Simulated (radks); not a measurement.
Effect of the nuclear size on the praseodymium ion Pr31+, [Ar] 3d10. All-electron calculation, Dirac Kohn-Sham, relativistic LDA (MacDonald-Vosko exchange, VWN5 correlation), spin-unpolarised, spherical densities, finite nucleus; Fermi nuclear charge, rms radius 4.8919 fm. Program: a radial shooting solver on a logarithmic mesh with Libxc functionals. The rms radius is varied about that value; shifts are against it.

| rms radius (fm) | total energy shift (eV) | density at nucleus (e/bohr^3) | 1s1/2 shift (meV) | 2s1/2 shift (meV) | 3s1/2 shift (meV) | 3p1/2 shift (meV) | 3d5/2 shift (meV) | 4s1/2 (empty) shift (meV) | 4p1/2 (empty) shift (meV) |
|---|---|---|---|---|---|---|---|---|---|
| 4.0358 | -3.68 | 4.271e+05 | -1530 | -190 | -40.9 | 0.736 | 1.74 | -13.2 | 0.150 |
| 4.6228 | -1.22 | 4.148e+05 | -505 | -62.8 | -13.5 | 0.243 | 0.575 | -4.38 | 0.050 |
| 4.8919 | 0 | 4.098e+05 | 0.000 | 0.000 | 0.000 | 0.000 | 0.000 | 0.000 | 0.000 |
| 5.3615 | 2.25 | 4.018e+05 | 934 | 116 | 25.0 | -0.449 | -1.06 | 8.10 | -0.091 |
| 5.5865 | 3.39 | 3.983e+05 | 1410 | 175 | 37.6 | -0.675 | -1.60 | 12.2 | -0.137 |

Slopes of the eigenvalues against <r^2> in GHz/fm^2, as finite differences over the two radii next to the reference (eigenvalue slopes, not the field-shift constants of lines): 1s1/2 47200, 2s1/2 5870, 3s1/2 1260, 3p1/2 -22.7, 3d5/2 -53.7, 4s1/2 (empty) 409, 4p1/2 (empty) -4.62.
